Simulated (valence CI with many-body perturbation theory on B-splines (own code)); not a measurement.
**Ru⁴⁺: M1 decay**

Calculated by valence CI with perturbative core correlation (CI+MBPT): four valence electrons over a frozen Dirac-Fock core [Kr], radial functions for each j: 9 s, 9 p, 10 d, 8 f, 5 g, 3 h, 1 i, with the one-electron correlation potential Σ1 (screened to all orders), the two-electron term Σ2, the three-electron term Σ3, Breit, model QED; selected single and double excitations, second order for the rest, scaled by the run's own slope (own B-spline code, finite nucleus).

No measured spectrum was set against this ion. As an estimate, terms of the open shell hold to 2 to 4 % of their energy, and close levels can change places; different configurations can be misplaced against each other by 1,000 to 8,000 cm⁻¹. Core correlation moves these levels by up to 16000 cm⁻¹, and in measured spectra 5 to 20 % of such shifts remained as error; rates that hang on mixing are uncertain with them. Among the levels kept, up to 310 cm⁻¹ of a level comes from second order outside the variational space, and about a tenth of that is noise between levels of different J, which matters for small intervals. Only levels of the ground parity were solved; by the run's estimate the other parity begins above the list, which can be wrong where configurations are misplaced.

Lines 1 to 50 of 120 in falling wavelength, among levels below 146900 cm⁻¹, chosen from the decays that carry over 1 % of a level's rate. Wavelengths and rates use the calculated energies, so an error of 2000 cm⁻¹ moves a line at 40210 Å by 80 % and its rate by three times that or more. S is in atomic units (e²a₀⁴ for E2 and M2, e²a₀⁶ for E3), for M1 in squared Bohr magnetons. Weak lines are less certain than strong ones. Lines between different terms over intervals too small for the method are left out, as are lines whose strength nearly cancels. Intervals below about 2000 cm⁻¹, as at the head of this list, are uncertain by tens of per cent.

Names give the largest LS component (configuration and term), which can be under half, so a name can repeat, a term be missing and a line seem to break the LS rules; names also repeat where a configuration has a term twice. Letters in brackets count levels of one name in rising energy.

```tsv
λ vac (Å)	Upper	Lower	Type	A (s⁻¹)	S (a.u.)
1.968e+05	4d4 5D_1	4d4 5D_0	M1	6.94e-03	5.88e+00
1.188e+05	4d4 5D_2	4d4 5D_1	M1	3.33e-02	1.04e+01
1.056e+05	4d4 3H_6	4d4 3H_5	M1	1.69e-02	9.56e+00
95680	4d4 5D_3	4d4 5D_2	M1	5.24e-02	1.19e+01
85010	4d4 5D_4	4d4 5D_3	M1	4.36e-02	8.95e+00
84860	4d4 3H_5	4d4 3H_4	M1	3.95e-02	9.84e+00
40210	4d4 3G_3	4d4 3F_2 [a]	M1	1.76e-01	2.97e+00
40130	4d4 3P_1 [a]	4d4 3P_0 [a]	M1	2.69e-01	1.93e+00
40110	4d4 3G_4	4d4 3F_4 [a]	M1	5.75e-02	1.24e+00
34060	4d4 3F_3 [a]	4d4 3H_4	M1	8.57e-02	8.79e-01
33640	4d4 3G_3	4d4 3F_3 [a]	M1	2.36e-01	2.33e+00
30770	4d4 3G_5	4d4 3F_4 [a]	M1	2.33e-01	2.77e+00
30330	4d4 3P_2 [a]	4d4 3P_1 [a]	M1	4.92e-01	2.54e+00
30220	4d4 3G_4	4d4 3F_3 [a]	M1	5.78e-02	5.32e-01
26650	4d4 3F_4 [a]	4d4 3H_4	M1	3.37e-01	2.13e+00
20510	4d4 3G_5	4d4 3H_6	M1	2.42e-01	8.50e-01
19920	4d4 3D_3	4d4 3P_2 [a]	M1	1.54e-01	3.16e-01
19730	4d4 3G_4	4d4 3H_5	M1	6.95e-02	1.78e-01
18450	4d4 3D_2	4d4 3P_2 [a]	M1	1.49e-01	1.73e-01
17560	4d4 1G_4 [a]	4d4 3G_5	M1	2.71e-01	4.89e-01
17170	4d4 3G_5	4d4 3H_5	M1	3.34e-01	6.91e-01
16920	4d4 3G_3	4d4 3H_4	M1	6.55e-02	8.23e-02
16830	4d4 3D_1	4d4 3P_2 [a]	M1	2.42e-01	1.28e-01
15660	4d4 1D_2 [a]	4d4 3D_1	M1	4.02e-01	2.86e-01
15500	4d4 1G_4 [a]	4d4 3G_4	M1	2.42e-01	3.00e-01
14730	4d4 1G_4 [a]	4d4 3G_3	M1	8.17e-01	8.72e-01
14480	4d4 1D_2 [a]	4d4 3D_2	M1	1.42e-01	7.99e-02
14300	4d4 3F_4 [b]	4d4 1F_3	M1	3.19e-01	3.11e-01
13680	4d4 1D_2 [a]	4d4 3D_3	M1	6.19e-01	2.94e-01
12930	4d4 3D_2	4d4 3F_2 [a]	M1	2.04e-01	8.19e-02
12790	4d4 3D_3	4d4 3F_3 [a]	M1	5.91e-02	3.21e-02
12520	4d4 1I_6	4d4 3H_6	M1	6.72e-01	6.34e-01
12170	4d4 3D_2	4d4 3F_3 [a]	M1	4.38e-02	1.46e-02
12110	4d4 3D_1	4d4 3F_2 [a]	M1	1.46e-01	2.89e-02
11470	4d4 3D_2	4d4 3P_1 [a]	M1	6.83e-02	1.91e-02
11190	4d4 1I_6	4d4 3H_5	M1	6.44e-01	4.35e-01
11180	4d4 1G_4 [a]	4d4 3F_4 [a]	M1	1.91e+00	8.92e-01
10820	4d4 3D_1	4d4 3P_1 [a]	M1	7.55e-01	1.06e-01
10240	4d4 1G_4 [a]	4d4 3F_3 [a]	M1	1.18e-01	4.25e-02
10220	4d4 3P_2 [b]	4d4 1D_2 [a]	M1	6.49e-01	1.28e-01
9543	4d4 1F_3	4d4 3D_2	M1	3.33e-01	7.52e-02
9192	4d4 1F_3	4d4 3D_3	M1	9.67e-01	1.95e-01
8682	4d4 1G_4 [a]	4d4 3H_5	M1	9.24e-01	2.02e-01
8524	4d4 3D_1	4d4 3P_0 [a]	M1	5.62e-01	3.87e-02
8228	4d4 1D_2 [a]	4d4 3G_3	M1	4.77e-01	4.92e-02
8112	4d4 1D_2 [a]	4d4 3P_2 [a]	M1	8.07e-01	7.99e-02
7876	4d4 1G_4 [a]	4d4 3H_4	M1	6.01e-01	9.79e-02
7527	4d4 3H_4	4d4 5D_4	M1	1.86e-01	2.65e-02
7223	4d4 1S_0 [a]	4d4 3P_1 [a]	M1	7.59e+00	1.06e-01
6915	4d4 3H_4	4d4 5D_3	M1	3.85e-02	4.25e-03
```
